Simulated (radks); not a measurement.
Task: Fe+, configuration [Ne] 3s2 3p5 3d6 4s1 4d1 (not the ground configuration). Calculated with a radial shooting solver on a logarithmic mesh with Libxc functionals: Dirac Kohn-Sham, PBE, spin-unpolarised, spherical densities, finite nucleus; open shells fill j = l - 1/2 first; Fermi nuclear charge, rms radius 3.7377 fm.

Spin-orbit splittings of the eigenvalues, e(l+1/2) - e(l-1/2), with zeta = 2 splitting/(2l+1) and mean radii in bohr:

| shell | occ. | splitting (eV) | zeta (eV) | <r> j=l-1/2 | <r> j=l+1/2 |
|---|---|---|---|---|---|
| 2p | 6 | ? | ? | 0.2333 | 0.2363 |
| 3p | 5 | 1.585 | 1.056 | 0.8388 | 0.8475 |
| 3d | 6 | 0.1761 | 0.07045 | 1.002 | 1.006 |
| 4d | 1 | 0.006923 | 0.002769 | 5.099 | 5.108 |

Estimate the 2p splitting.

Result: 12.51 eV (zeta = 8.338 eV).
